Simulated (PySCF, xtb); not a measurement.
DMF (C3H7NO), SMILES N(C=O)(C)C. The values are those of a single conformer.

Harmonic wavenumbers (cm⁻¹) from GFN2-xTB run with xtb at its own minimum, in rising order: 129, 158, 221, 297, 316, 383, 648, 881, 917, 1048, 1090, 1094, 1129, 1257, 1382, 1393, 1404, 1433, 1459, 1467, 1479, 1498, 1760, 2766, 2946, 2963, 2969, 2982, 3031, 3038.

### Question
What does PySCF 2.14.0 with PBE0-D3(BJ)/def2-SVP give at its own minimum? (Estimate from the structure and the level; the computed values follow.)

### Answer
142, 184, 244, 327, 352, 395, 679, 908, 1029, 1077, 1104, 1117, 1171, 1328, 1408, 1417, 1444, 1446, 1449, 1472, 1479, 1536, 1859, 2960, 3026, 3035, 3098, 3111, 3158, 3189. Paired by order, the mean absolute difference is 54 cm⁻¹ and the zero-point energies are 62.2 and 64.5 kcal/mol.
